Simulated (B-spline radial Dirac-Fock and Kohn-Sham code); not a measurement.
**Ni: input and output of one calculation**

ΔSCF core binding energies without Breit or QED terms, calculated with a radial atomic solver. Keys: rel is the Hamiltonian (dirac, or spin-free x2c and nr, where L3 and M5 stand for the whole 2p and 3d shells), method is hf or an exchange,correlation pair (spin-unpolarised, also for the hole states), nuc the nuclear model, radius_factor scales its radius, rmax is the box in bohr, h the logarithmic mesh step, order the B-spline order, points the quadrature points per cell, c_factor scales the speed of light, and damp, ndamp, maxit and tol steer the iteration. The run stops when the commutator error falls below 10·tol·max(1, Z/10), or the numerical noise floor, and the energy has settled to about 1e-8 Ha; the virial ratio is −V/T.

Input (task.json):

```json
{"items": [{"Z": 28, "q": 0, "cfg": [[1, 0, 2], [2, 0, 2], [2, 1, 6], [3, 0, 2], [3, 1, 6], [3, 2, 8], [4, 0, 2]], "A": 58, "rrms": 3.7757, "do": "settings", "holes": ["K", "L3", "M5"],
  "settings": [{"rel": "dirac", "method": "hf", "nuc": "fermi", "radius_factor": 1.0, "rmax": 45.0, "h": 2.0, "order": 8, "points": 10, "c_factor": 1.0, "maxit": 51, "damp": 0.5, "ndamp": 3, "tol": 1e-08}]}]}
```

Command: `python xray2_run.py task.json out`

Ground-state iterations:

```
iter   energy (Ha)        error
   1    -2568.59897938  6.24e+01
   2    -2595.75585712  8.95e+00
   3    -2596.34755507  3.77e+00
   4    -2596.45056934  1.59e+00
   5    -2596.47217691  2.55e-01
   6    -2596.47282609  1.36e-03
   7    -2596.47283471  2.85e-04
   8    -2596.47283652  6.44e-05
   9    -2596.47283665  4.92e-06
  10    -2596.47283665  2.61e-07
```

The ground state converged in 10 iterations, with total energy -2596.47284 Ha, virial ratio 1.05615 and highest orbital energy -6.43 eV. ΔSCF binding energies: K (1s) 5835.8 eV, L3 (2p3/2) 605.0 eV. Holes are computed only in closed shells, and unreliable hole states are left out.

Question: One setting is unsound. Which, and why?

Answer: h is too large to resolve the orbitals. With the default settings (Dirac Hartree-Fock): The ground state converged in 11 iterations, with total energy -1519.30571 Ha, virial ratio 1.98350 and highest orbital energy -7.66 eV. ΔSCF binding energies: K (1s) 8360.1 eV, L3 (2p3/2) 869.8 eV. Holes are computed only in closed shells, and unreliable hole states are left out.
